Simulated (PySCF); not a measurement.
Electron correlation in Ge⁺ (germanium, charge +1)

[Ar] 3d10 4s2 4p1, 2P determinant. Calculation: PySCF 2.14, in def2-TZVPPD (7s5p5d1f, 54 functions); the non-relativistic Hamiltonian (point nucleus). Frozen: [Ne]; 21 electrons correlated.

```json
{"level": "CCSD", "correlation energy (mhartree)": "-295.90"}
{"level": "(T)", "correlation energy (mhartree)": "-7.34"}
{"level": "CCSD(T)", "correlation energy (mhartree)": "-303.24"}
```

Diagnostics: T1 = 0.0082, D1 = 0.0300, largest double amplitude 0.092.

Cost of the coupled-cluster step: roughly 15 core-seconds, for 21 correlated electrons.

This basis was not built for core-valence correlation, so the inner-shell part is incomplete.
